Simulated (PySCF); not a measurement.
This script is equivalent to a calculation on Si⁻ (silicon, charge -1).

```python
from pyscf import gto, scf, dft, mp, cc
import basis_set_exchange as bse
mol = gto.M(atom="Si 0 0 0", charge=-1, spin=3, symmetry="D2h",
            basis=gto.basis.parse(bse.get_basis("aug-cc-pVQZ-DK", elements=["Si"], fmt="nwchem", header=False)),
            nucmod="G")
mf = scf.UHF(mol).sfx2c1e()
mf.irrep_nelec = {'Ag': (3, 3), 'B1u': (2, 1), 'B2u': (2, 1), 'B3u': (2, 1)}
mf.kernel()
```

Q: What total energy does it give?

A: -289.49212 hartree (calculated).

Q: Which occupied shell lies highest, and where?

A: 3p α, at -1.679 eV.

Q: What is ⟨S²⟩, and what would a pure spin state give?

A: 3.751, against 3.75.
